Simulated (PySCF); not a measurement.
## Sb³⁺ (antimony, charge +3): UHF calculation

Configuration: [Kr] 4d10 5s2, closed-shell 1S. All numbers are calculated (PySCF 2.14, a scalar-relativistic core potential, in aug-cc-pwCVTZ-PP with ECP28MDF (8s7p6d4f1g, 96 functions)).

| Property | Result |
| --- | --- |
| Total energy | -237.487138 hartree |
| One-electron energy | -395.6947 hartree |
| Hartree (Coulomb) energy | 175.8627 hartree |
| Exchange energy | -17.6552 hartree |
| ⟨S²⟩ | 0.0000 |
| ⟨L²⟩ | 0.000 |
| Sum of ⟨r⟩ | 21.19 bohr |
| Sum of ⟨r²⟩ | 28.05 bohr² |

| shell | electrons | mean orbital energy (eV) | rms radius, mean of both spins (bohr) |
| --- | --- | --- | --- |
| 4s | 2 | -206.98 | 0.848 |
| 4p | 6 | -154.31 | 0.917 |
| 4d | 10 | -73.372 | 1.09 |
| 5s | 2 | -41.868 | 2.19 |

Energies and moments cover only the electrons outside the core potential.
